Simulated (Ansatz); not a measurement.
Molecule: SiBr$_{2}$, charge 0, multiplicity 3. This is an excited triplet: at this geometry the singlet lies 1.89 eV lower at RI-MP2/CBS(def2-TZVPPD,def2-QZVPPD)+[CCSD(T)-MP2]/def2-TZVPPD. 
Coordinates optimised at B3LYP-D3(BJ)/def2-TZVP (Ansatz, an electronic-structure program):
```xyz
3

Si     0.0030    -0.0043     0.9363
Br     1.0631    -1.6126    -0.1980
Br    -1.0643     1.6143    -0.1765
```
Charge 0, spin multiplicity 3.

Parts of the frozen-core correlation energy in 6-31G* (Ansatz, hartree). Frozen orbitals: 33; correlated occupied orbitals by spin: 10 and 8; virtual: 46 and 48. UHF or UKS for open shells. Spin-orbit coupling is left out. No relativistic terms.

| term | value |
|---|---|
| reference (HF) | -5433.14158 |
| MP2 opposite-spin | … |
| MP2 same-spin | -0.07800 |
| CCSD correlation | … |
| (T) | … |
| T1 diagnostic | 0.017 |
| largest doubles amplitude | 0.029 |
| <S^2> of the reference | 2.009 |

Problem. Complete the blanks.

Solution. 
- MP2 opposite-spin, value: -0.20173
- CCSD correlation, value: -0.30809
- (T), value: -0.00890
